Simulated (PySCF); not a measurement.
A structure optimised at PBE0-D3(BJ)/def2-SVP, used in a PySCF frequency run:

```
Cd
O 1 1.9696
H 2 0.9640 1 111.60
S 1 2.3314 3 161.81 2 -178.38
C 4 1.8281 1 102.43 3 -90.55
H 5 1.0986 4 112.39 1 -61.89
H 5 1.0987 6 109.59 4 -125.64
H 5 1.0992 6 108.09 7 -117.58
```

Q: Write its SMILES and formula.

A: C[S][Cd][OH], CH₄CdOS

Q: What are its rotational constants (standard atomic weights)?

A: 14.049, 1.5067, 1.3784 GHz
